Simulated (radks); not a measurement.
The numbers below are computed, except where a source is named.
These are the eigenvalues of the occupied orbitals of an atom or ion with whole-number occupations (eV). Code: a radial shooting solver on a logarithmic mesh with Libxc functionals. Model: scalar-relativistic Kohn-Sham, PBEsol, spin-polarised, spherical densities, point nucleus.

orbital  eigenvalue
1s up     -24190.60
1s down   -24190.59
2s up     -3565.140
2s down   -3564.570
2p up     -3200.820
2p down   -3200.381
3s up     -673.8190
3s down   -673.4942
3p up     -554.1389
3p down   -553.7733
3d up     -363.9960
3d down   -363.4579
4s up     -123.5809
4s down   -121.2545
4p up      -89.0229
4p down    -86.6120
4d up      -39.2919
4d down    -36.8965
7p up       -5.4053

Which element is it, and in what charge state? The configuration may be excited. Open shells, if any, are filled with parallel spins first.

Answer. Z = 46, palladium, charge +2: Pd2+ in [Kr] 4d7 7p1. The list shows which subshells hold electrons but not how many an open one holds; the 1s level, -888.99 hartree, gives Z - s = 42.2 by -(Z - s)^2/2, which with screening and relativity narrows Z to a few neighbours, and the depths of the outer levels then fix element, charge and occupations together.
